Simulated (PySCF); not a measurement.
How the method moves the HOMO and LUMO of (CH3)3CCHF2

(CH3)3CCHF2, C5H10F2.
Z-matrix (Å and degrees, PBE0-D3(BJ)/def2-SVP geometry), rows numbered from 1:
```
C 
C   1  1.5290
C   2  1.5285  1  110.61
C   2  1.5285  1  110.60  3  -122.52
C   2  1.5241  1  109.03  3   118.71
F   5  1.3542  2  110.86  1    59.61
F   5  1.3545  2  110.88  1   -59.20
H   1  1.1004  2  110.22  3    61.03
H   1  1.0996  2  110.99  3  -179.07
H   1  1.0996  2  110.97  3   -58.83
H   3  1.0996  2  111.17  1    58.75
H   3  1.1021  2  111.43  1   179.35
H   3  1.1002  2  110.20  1   -61.22
H   4  1.1003  2  110.17  1    62.22
H   4  1.0995  2  111.21  1   -57.76
H   4  1.1021  2  111.43  1  -178.39
H   5  1.1059  2  112.09  1  -179.78
```

Basis pcSseg-1 throughout (PySCF), one geometry. Isolated species at its PBE0-D3(BJ)/def2-SVP geometry, gas phase.

Problem. How do the orbital energies, the gap and the dipole change with the method?

Solution. 
```csv
method,kind,HOMO (eV),LUMO (eV),gap (eV),μ (D),SCF cycles
BP86,GGA,-7.53,0.56,8.09,1.91,13
KT2,GGA,-7.55,0.38,7.93,1.92,14
B97-2,global hybrid,-8.75,1.34,10.09,2.06,12
B3LYP,global hybrid,-8.80,0.98,9.78,2.04,12
PBE0,global hybrid,-9.01,1.30,10.32,2.06,12
mPW1PW91,global hybrid,-9.06,1.34,10.40,2.09,12
BHandHLYP,global hybrid,-10.55,1.96,12.51,2.21,12
LC-wPBE,range-separated hybrid,-11.77,3.49,15.25,2.11,12
HF,Hartree–Fock,-12.82,4.11,16.93,2.38,10
```

The HOMO spans 5.29 eV, from BP86 down to HF, and the gap runs from 7.93 eV (KT2) to 16.93 eV (HF). Over the methods BP86 (0 %), KT2 (0 %), B97-2 (21 %), B3LYP (20 %), PBE0 (25 %), mPW1PW91 (25 %), BHandHLYP (50 %), HF (100 %), a straight line through the gap against the share of exact exchange rises by 0.89 eV for each 10 % (correlation coefficient 0.999). The dipole ranges from 1.91 D (BP86) to 2.38 D (HF). This basis has no diffuse functions.

The vertical ΔSCF ionisation energy at CAM-B3LYP/def2-SVPD is 11.43 eV; −ε(HOMO) comes closest to it with LC-wPBE (11.77 eV).
